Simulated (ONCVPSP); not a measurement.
## lead (Pb), ONCV: configuration errors across variants

Pb, optimised norm-conserving Vanderbilt (ONCV), made with ONCVPSP 4.0.1 (PBE, scalar-relativistic). Core [Kr] 4d10 4f14, reference 5s2 5p6 5d10 6s2 6p2. Waves: 5s+6s: rc 1.60 bohr, ncon 5, nbas 9, qcut 8.1 1/bohr, 2 projectors; 5p+6p: rc 1.40 bohr, ncon 3, nbas 7, qcut 9.4 1/bohr, 2 projectors; 5d: rc 1.30 bohr, ncon 4, nbas 7, qcut 8.4 1/bohr, 2 projectors, debl 1.8 Ha; f scattering state at 0.09 Ha: rc 1.35 bohr, ncon 3, nbas 7, qcut 8.5 1/bohr, 3 projectors, debl 3.4 Ha. Local part: polynomial inside 1.05 bohr (lpopt 2, dvloc0 1 Ha). Core correction: none.

All-electron excitation energies from the reference (eV): (1) 5s2 5p6 5d10 6s2 6p1 6.576; (2) 5s2 5p6 5d10 6s2 6p0 20.021; (3) 5s2 5p6 5d10 6s1 6p0 52.431; (4) 5s2 5p6 5d10 6s1 6p3 8.737.

Errors AE − PS in meV (a dash: test not solved or not reliable):

```
      change   (1)   (2)  (3)   (4)  bound ghosts  GHOST(+) flags above zero
        base  -2.6  -8.6  -24  -2.6          none                          f
 p: qcut 5.7  -2.5  -8.5  -24  -2.7          none                          f
 p: qcut 6.9  -2.6  -8.8  -25  -2.6          none                          f
 p: qcut 8.2  -2.7  -8.8  -25  -2.6          none                          f
 p: qcut 9.9  -2.6  -8.6  -24  -2.6          none                          f
p: qcut 12.3  -2.5  -8.1  -23  -2.3          none                          f
p: qcut 13.5  -2.5  -7.9  -22  -2.1          none                          f
```

Task: Give the same row for: p: qcut 10.8.

Result: -2.6, -8.4, -23, -2.5; bound ghosts: none; GHOST(+) flags above zero: f.
